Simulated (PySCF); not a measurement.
Species: C4H6ClN3.
SMILES: `CCN1N=NC=C1Cl`

Computed, not measured: PySCF 2.14.0, density-fitted response routines, TDDFT wB97X-D/def2-SVPD, vertical, gas phase, core orbitals frozen in the response. Geometry: GFN2-xTB, one conformer, isolated molecule. Torsions of this conformer, `[CH3:1][CH2:2][n:3]1[n:4][n:5][cH:6][c:7]1[Cl:8]`: C1–C2–N3–N4 98°.

Computed states:

```tsv
state	E (eV)	f
S1	5.79	0.0067
S2	6.61	0.160
S3	6.74	0.0017
S4	7.08	0.0048
S5	7.15	0.026
S6	7.56	0.0007
S7	7.70	0.0020
S8	7.76	0.0007
```

Each state is given a Gaussian of 0.25 eV full width at half maximum, with ε(max) = 2.175×10⁸ f / Δν̃ (Δν̃ the width in cm⁻¹). The width is an assumption, not a result. The curve ends short of the highest state used, and states not computed would add to its high-energy end.

**Question.** What does the envelope look like, and where are its maxima?

**Answer.** 
E (eV), ε (L mol⁻¹ cm⁻¹) and a bar:
```
     5.41          1 
     5.49         14 
     5.57         88 
     5.64        274 
     5.72        591 #
     5.79        727 #
     5.87        540 #
     5.95        228 
     6.02         67 
     6.10         10 
     6.17          5 
     6.25         62 
     6.33        582 #
     6.40       2607 #####
     6.48       8500 ###############
     6.56      15722 ############################
     6.63      16938 ##############################
     6.71      10897 ###################
     6.78       4720 ########
     6.86       1220 ##
     6.94        773 #
     7.01       1625 ###
     7.09       2922 #####
     7.16       3185 ######
```

Maxima: 214 nm (5.79 eV), ε about 730, made up of S1 (100%); 188 nm (6.61 eV), ε about 17000, made up of S2 (99%); 174 nm (7.14 eV), ε about 3200, made up of S4 (14%) and S5 (86%) (ε in L mol⁻¹ cm⁻¹; maxima over ε = 5, shares over 10%).

**Question.** What would ε be at 6.61 eV, the highest of these maxima, with half the width (0.125 eV)?

**Answer.** About 34400 L mol⁻¹ cm⁻¹ against 17300, a factor of about 1.99; a lone state at its own centre would give exactly 2.

**Question.** Coming from long wavelengths, where does ε first pass 100 L mol⁻¹ cm⁻¹?

**Answer.** At about 222 nm (5.58 eV), 0.21 eV below S1.

**Question.** On this curve, what absorbance would a 10⁻⁵ mol/L sample give at 193 nm over a 1 cm path?

**Answer.** 193 nm is 6.424 eV, where ε is about 3900 L mol⁻¹ cm⁻¹, so A = ε c l ≈ 0.039 (Beer–Lambert, with the gas-phase spectrum and the assumed width).
